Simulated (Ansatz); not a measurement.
Cost and result for the atomization energy of `O=C[SiH]([SiH3])S` (11 atoms, 10 bonds).

Cartesian coordinates in Å:
```
O 2.365 1.074 -0.378
C 1.556 0.304 -0.830
Si -0.337 0.488 -0.486
Si -1.082 -1.352 0.760
S -0.505 2.324 0.573
H 1.905 -0.548 -1.457
H -1.017 0.510 -1.811
H -2.518 -1.170 1.097
H -0.924 -2.606 -0.028
H -0.287 -1.452 2.011
H 0.845 2.428 0.550
```

Total charge 0; spin multiplicity 1. Geometry: relaxed with PBE0-D4/def2-TZVP. It is one conformer, not always the lowest. Program: Ansatz. All runs use 4 threads of an Intel Xeon Platinum 8488C on a shared host. Times are those of one run each, without the atoms' runs, and a repeat can differ threefold. Electronic energies, without spin–orbit coupling; frozen cores. CCSD(T)/CBS adds CCSD(T) − MP2 in def2-TZVPP to the MP2 limit, and its time is that of the two runs behind it. T1 = 0.015. B3LYP takes the VWN-RPA correlation (the form of Gaussian; ORCA's B3LYP/G). HSE06 is the plane-wave form, built on full-range PBE exchange.

CCSD(T)/CBS is a level of theory with its own doubt, some kJ/mol a heavy atom from the limit and from the frozen cores, so smaller differences don't rank the functionals.

```json
{"level": "LDA (SPW92)/def2-TZVPP", "functions": "272", "wall time": "1 s", "atomization (kJ/mol)": "4182.4", "difference from CCSD(T)/CBS": "517.7", "per bond": "51.8"}
{"level": "revPBE-D4/def2-TZVPP", "functions": "272", "wall time": "1.4 s", "atomization (kJ/mol)": "3641.8", "difference from CCSD(T)/CBS": "-22.9", "per bond": "-2.3"}
{"level": "PBE0-D4/def2-TZVPP", "functions": "272", "wall time": "2.3 s", "atomization (kJ/mol)": "3649.1", "difference from CCSD(T)/CBS": "-15.6", "per bond": "-1.6"}
{"level": "BHLYP-D4/def2-TZVPP", "functions": "272", "wall time": "2.4 s", "atomization (kJ/mol)": "3549.3", "difference from CCSD(T)/CBS": "-115.4", "per bond": "-11.5"}
{"level": "HSE06-D4/def2-TZVPP", "functions": "272", "wall time": "2.5 s", "atomization (kJ/mol)": "3651.7", "difference from CCSD(T)/CBS": "-13.0", "per bond": "-1.3"}
{"level": "r2SCAN-D4/def2-TZVPP (with forces)", "functions": "272", "wall time": "2.7 s", "atomization (kJ/mol)": "3678.3", "difference from CCSD(T)/CBS": "13.6", "per bond": "1.4"}
{"level": "CCSD(T)/def2-SVP", "functions": "112", "wall time": "2.9 s", "atomization (kJ/mol)": "3406.8", "difference from CCSD(T)/CBS": "-257.9", "per bond": "-25.8"}
{"level": "B3LYP-D4/def2-TZVPP (with forces)", "functions": "272", "wall time": "3.5 s", "atomization (kJ/mol)": "3655.7", "difference from CCSD(T)/CBS": "-9.0", "per bond": "-0.9"}
{"level": "PBE-QIDH/def2-TZVPP", "functions": "272", "wall time": "3.9 s", "atomization (kJ/mol)": "3615.8", "difference from CCSD(T)/CBS": "-48.9", "per bond": "-4.9"}
{"level": "B97M-V/def2-TZVPP", "functions": "272", "wall time": "4.1 s", "atomization (kJ/mol)": "3692.1", "difference from CCSD(T)/CBS": "27.4", "per bond": "2.7"}
{"level": "MP2/def2-QZVPP", "functions": "504", "wall time": "17 s", "atomization (kJ/mol)": "3656.3", "difference from CCSD(T)/CBS": "-8.4", "per bond": "-0.8"}
{"level": "CCSD(T)/def2-TZVPP", "functions": "272", "wall time": "79 s", "atomization (kJ/mol)": "3554.1", "difference from CCSD(T)/CBS": "-110.6", "per bond": "-11.1"}
{"level": "CCSD(T)/CBS(def2)", "functions": "–", "wall time": "96 s", "atomization (kJ/mol)": "3664.7", "difference from CCSD(T)/CBS": "0.0", "per bond": "0.0"}
```

From BLYP to BHLYP (50 % exact exchange), in def2-TZVPP and without D4, the atomization energy moves by −82.5 kJ/mol: exact exchange takes away binding that semilocal exchange gives to molecules. The D4 term adds +47.0 kJ/mol with B3LYP and +24.9 kJ/mol with PBE0; it sums over pairs of atoms, weighted by their polarisabilities, and B3LYP, whose exchange is more repulsive, gets the larger term. In def2-TZVPP, CCSD(T) changes the Hartree–Fock value by +946.8 kJ/mol (the triples alone add +62.8 kJ/mol) and MP2 by +983.6 kJ/mol; breaking electron pairs costs correlation energy, which Hartree–Fock lacks.
